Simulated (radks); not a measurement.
Question: Coherent X-ray form factor from a spherical all-electron density. Method: non-relativistic Kohn-Sham, PBEsol, spin-polarised, spherical densities, point nucleus; computed with a radial shooting solver on a logarithmic mesh with Libxc functionals.

sin(theta)/lambda (1/angstrom)  f0 (electrons)
0.05                                    14.853
0.1                                     14.429
0.15                                    13.779
0.2                                     12.974
0.25                                    12.091
0.3                                     11.202
0.4                                      9.597
0.5                                      8.361
0.6                                      7.461
0.8                                      6.194
1                                        5.133
1.25                                     3.933
1.5                                      2.983
2                                        1.884

The species is in the configuration that NIST lists as its ground one. Which atom or ion scatters so?

Answer: The calcium ion Ca5+, [Ne] 3s2 3p3. Extrapolating in s^2 from the first two rows gives f0(0) = 15.0, near the electron count 15; among species with that count, the fall with angle is slower the higher Z, and the table is that of Z = 20; from so few rows the species is fixed only to a neighbour or two.
